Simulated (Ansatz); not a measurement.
SiHMe2F (C₂H₇FSi), relaxed as a singlet with RKS PBE-D4/def2-SVP in Ansatz, starting from the GFN2-xTB geometry. Force threshold 0.02 eV/Å.

Start:

Cartesian coordinates in Å:
```
Si -0.593 0.241 0.322
H -0.940 1.139 1.418
C 0.365 -1.292 0.886
H -0.207 -1.861 1.613
H 1.310 -1.025 1.348
H 0.582 -1.954 0.052
C 0.250 1.119 -1.128
H -0.352 1.951 -1.482
H 0.397 0.443 -1.967
H 1.222 1.512 -0.849
F -2.035 -0.274 -0.213
```

Task: Estimate the energy that the relaxation releases and the steps that it takes.

Result: 0.11 eV, in 4 steps; 4 s on 4 threads of Arm Neoverse V1 on a shared host. No frequencies were taken in this run, so the end may be a saddle point.

Task: Does the start keep its bonding?

Result: By distances, no bond broke or formed. The bond that changes most is Si1–H2, from 1.46 to 1.51 Å (atoms count from 1).

Task: Predict the relaxed structure.

Result: 
```xyz
11

Si   -0.6134    0.2147    0.2917
H    -0.8870    1.1540    1.4371
C     0.3564   -1.2810    0.8756
H    -0.2001   -1.8400    1.6552
H     1.3313   -0.9724    1.3075
H     0.5584   -1.9741    0.0330
C     0.2457    1.1107   -1.1145
H    -0.3583    1.9683   -1.4741
H     0.4155    0.4258   -1.9709
H     1.2319    1.5008   -0.7869
F    -2.0805   -0.3067   -0.2536
```
Bond lengths: 2 × C–Si 1.88 Å; 1 × F–Si 1.65 Å; 6 × C–H 1.11 Å; 1 × H–Si 1.51 Å.
